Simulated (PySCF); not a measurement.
System (SMILES): S(F)F.
Geometry (B3LYP-D3(BJ)/def2-TZVP, fixed):
```xyz
3

F     -1.2130    -0.5047     0.0161
S     -0.0057     0.5532     0.0075
F      1.2232    -0.4788    -0.0294
```

Basis-set convergence of the mean static polarisability at PBE with PySCF. All functions are spherical. Density fitting with generated auxiliary sets. No added dispersion term, no relativity. Reference: the value in aug-pcseg-3, 25.57 bohr³, itself unsure by roughly 1.3 % (its mean distance from aug-cc-pV(Q+d)Z, aug-pcseg-2, aug-cc-pV(T+d)Z). Deviations are taken from unrounded values. Cost is core time over that of def2-SVP, rough, on shared machines of one kind.

```tsv
basis	functions	mean static polarisability (bohr³)	minus reference (%)	cost
def2-SVP	46	15.24	-40.4	1×
cc-pV(D+d)Z	51	15.10	-40.9	1×
aug-cc-pV(D+d)Z	78	23.89	-6.6	2×
Sadlej pVTZ	80	25.27	-1.2	2×
6-311++G(2d,2p)	89	21.50	-15.9	2×
cc-pV(T+d)Z	99	18.88	-26.2	2×
def2-TZVP	99	19.09	-25.3	2×
def2-TZVPP	104	19.14	-25.2	2×
6-311++G(3df,3pd)	125	23.67	-7.5	3×
def2-TZVPD	126	25.29	-1.1	4×
cc-pV(Q+d)Z	174	21.71	-15.1	5×
def2-QZVPP	184	22.25	-13.0	5×
pcseg-4	307	24.31	-4.9	20×
```
